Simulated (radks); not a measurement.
The numbers below are computed, except where a source is named.
Isoelectronic series with 1 electrons, each ion in its NIST ground configuration. Level of theory: scalar-relativistic Kohn-Sham, r2SCAN, spin-polarised, spherical densities, finite nucleus; open shells are filled with parallel spins first; meta-GGA in the generalised Kohn-Sham scheme; Fermi nuclear charge, rms radius of each element as measured or else 0.836 A^(1/3) + 0.57 fm (a radial shooting solver on a logarithmic mesh with Libxc functionals). Total energies (hartree) and mean radii <r> (bohr):

\begin{tabular}{lrrr}
ion & configuration & E (hartree) & 1s up \\ \hline
H & 1s1 & -0.50018 & 1.517 \\
Be3+ & 1s1 & -8.00191 & 0.3759 \\
N6+ & 1s1 & -24.51640 & 0.2144 \\
Ne9+ & 1s1 & -50.06762 & 0.1499 \\
Al12+ & 1s1 & -84.69273 & 0.1151 \\
S15+ & 1s1 & -128.44235 & 0.09338 \\
K18+ & 1s1 & -181.38096 & 0.07848 \\
Ti21+ & 1s1 & -243.58736 & 0.06762 \\
\end{tabular}
